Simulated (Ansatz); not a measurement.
Abridged output of a molecular run in Ansatz:

```
Functional definition: HF
3660 factors; integrals over basis functions are off by at most 1.2e-3 eV
mean field evaluation 1: about -14908.9429 eV, gradient 6.9e1 eV
mean field evaluation 2: about -14909.4385 eV, gradient 7.0e1 eV
mean field evaluation 4: about -14920.1754 eV, gradient 7.3e0 eV
mean field evaluation 8: about -14920.3593 eV, gradient 3.4e-1 eV
mean field evaluation 16: about -14920.3598 eV, gradient 1.3e-6 eV
mean field -14920.35979396 eV, -548.3131090451 hartree, gradient 1.3e-6 eV, S^2 0.000000; 0 other end points of the search recorded, 0 dependent functions left out
10 core orbitals not correlated: weight in the atoms' cores, before any rotation towards them, 1.000 or more for the frozen orbitals, at most 0.000 for the correlated occupied ones
reference -14920.35979396 eV, -548.3131090451 hartree; 38, 38 occupied and 570, 570 virtual orbitals, 3660 factors
second order -62.16226448 eV of doubles, -0.00000000 eV of singles
cycle   1  -62.29895717 eV  change   -1.4e-1 eV  update   1.9e-1
cycle   2  -63.74091253 eV  change    -1.4e0 eV  update   6.6e-2
cycle   3  -64.18072246 eV  change   -4.4e-1 eV  update   3.6e-2
cycle   4  -64.16795800 eV  change    1.3e-2 eV  update   1.1e-2
cycle   5  -64.15663296 eV  change    1.1e-2 eV  update   5.2e-3
cycle   6  -64.15992300 eV  change   -3.3e-3 eV  update   1.9e-3
cycle   7  -64.15945357 eV  change    4.7e-4 eV  update   6.9e-4
cycle   8  -64.15905873 eV  change    3.9e-4 eV  update   2.4e-4
cycle   9  -64.15916679 eV  change   -1.1e-4 eV  update   9.4e-5
cycle  10  -64.15923565 eV  change   -6.9e-5 eV  update   3.7e-5
perturbative correction -2.63042683 eV, -0.0966664032 hartree
Total energy: -14987.14945645 eV, -550.7675838698 hartree
```

Its atoms:

Cartesian coordinates in Å:
```
C -2.0633 -1.8940 0.1029
N -1.8033 -0.5292 -0.2754
C -3.0148 0.2493 -0.3968
Hf -0.0534 0.4139 -0.7232
F -0.1768 1.3783 -2.4083
N 1.4076 -1.0052 -0.7830
C 2.4907 -1.2740 0.1271
C 1.4302 -1.8730 -1.9382
N 0.3773 1.6689 0.8232
C -0.2588 1.8326 2.1046
C 1.4616 2.6030 0.6228
H -2.5662 -1.9549 1.0798
H -1.1298 -2.4564 0.1730
H -2.7122 -2.4034 -0.6256
H -2.7948 1.2806 -0.7016
H -3.7004 -0.1682 -1.1487
H -3.5619 0.3054 0.5559
H 2.4518 -0.5935 0.9804
H 3.4714 -1.1540 -0.3580
H 2.4475 -2.3027 0.5157
H 0.6071 -1.6397 -2.6260
H 2.3642 -1.7746 -2.5105
H 1.3238 -2.9312 -1.6568
H -0.6672 2.8468 2.2314
H 0.4470 1.6640 2.9319
H -1.0807 1.1223 2.2177
H 1.1233 3.6478 0.6838
H 2.2599 2.4689 1.3678
H 1.9203 2.4722 -0.3659
```

Q: Which basis set was used?
A. def2-QZVPP
B. def2-SVPD
C. def2-TZVPP
D. cc-pV(Q+d)Z

A: C. It gives 618 functions.

Q: Write the keys of the input that set method, charge and spin (a neutral closed shell needs none for the last two).

A: 
```yaml
correlation: {method: ccsd_t}
```
